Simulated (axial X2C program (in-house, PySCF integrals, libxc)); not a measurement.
**HfBr⁺: from the spin-free to the two-component result**

All values were computed with an axial X2C code built on PySCF integrals. Spin-free means the one-electron spin-free X2C Hamiltonian; two-component (2c) means X2C with spin–orbit coupling and atomic mean-field two-electron Coulomb and Gaunt terms, so the difference of the two also holds small scalar two-electron terms. Basis: Hf dyall-cv3z [13s14p9d7f4g], Br dyall-cv3z [8s9p6d4f1g] (cores contracted in-house); Gaussian nuclei, density fitting, unrestricted open shells. Masses: Hf 179.947 u, Br 78.918 u.

Spin-free state: M_S = 1, Λ = 2 (beyond evenly filled blocks: σα, δ+α); fragments Hf+ + Br.

| level | Re (Å) | ωe (cm⁻¹) | De (eV) | μ (D) |
| --- | --- | --- | --- | --- |
| PBE0 | 2.355 | 304.9 | 4.307 | -4.51 |
| HF | 2.409 | 294.1 | 3.094 | -6.22 |
| MP2 | 2.388 | 299.9 | 4.201 | n/a |
| CCSD | 2.392 | 298.1 | 3.823 | n/a |
| CCSD(T) | 2.394 | 296.7 | 3.952 | n/a |
| BHandHLYP | 2.372 | 302.4 | 3.785 | -5.09 |

Correlated methods: 10 electrons correlated (number of frozen shells: Hf 5 s, 4 p, 2 d, 1 f; Br 3 s, 2 p, 1 d), 332 virtual spin orbitals or spinors in MP2, 90 natural virtuals in coupled cluster.

Dipoles are positive if Br is the positive end and refer to the centre of mass.

Two-component determinant lowest at the distance of the search:

Ω = 1 (⟨Sz⟩ = -0.98, ⟨Lz⟩ = 1.98 at HF); fragments Hf+ + Br.

```tsv
level	Re (Å)	ωe (cm⁻¹)	μ (D)
PBE0	2.358	303.6	-4.53
HF	2.412	292.5	-6.25
MP2	2.391	298.3	n/a
CCSD	2.395	296.3	n/a
CCSD(T)	2.397	295.0	n/a
BHandHLYP	2.375	300.3	-5.13
```

Q: From the two tables, how do the constants change at the CCSD(T) level (2c against spin-free)?

A: At the CCSD(T) level Re rises by 0.003 Å and ωe falls by 1.7 cm⁻¹.

One determinant describes the state; a PBE0 search over occupations chose it and may have missed a lower one. Dissociation energies refer to the lowest single-determinant-based atoms at the same level and basis. De is not given where an atomic determinant may have missed its ground term or J level, or where the truncated virtual space spoils (T). Density functionals use the spin component along the axis (collinear). Coupled cluster ran in a truncated set of natural virtual spinors; the MP2 energy of the rest was added. (T) has no such correction and the atoms are truncated less, which lowers De at CCSD(T) by a hundredth of an eV or more. PBE0 can misorder states that lie within some tenths of an eV, so this need not be the ground state of the molecule. The nearest other spin-free determinant of the search, M_S = 0, Λ = 0, lies 0.02 eV up at the distance of the search. The functionals have no current-density term, which raises determinants with orbital currents, atoms included. With several unpaired electrons one determinant need not be a pure state. The outer-core s and p shells of the metal are frozen in the correlated rows, which leaves out core–valence correlation; for alkali and alkaline-earth bonds that tends to lengthen them. With the outer-core shells frozen, correlated bond lengths of heavy atoms tend to come out a few hundredths of an ångström too long.
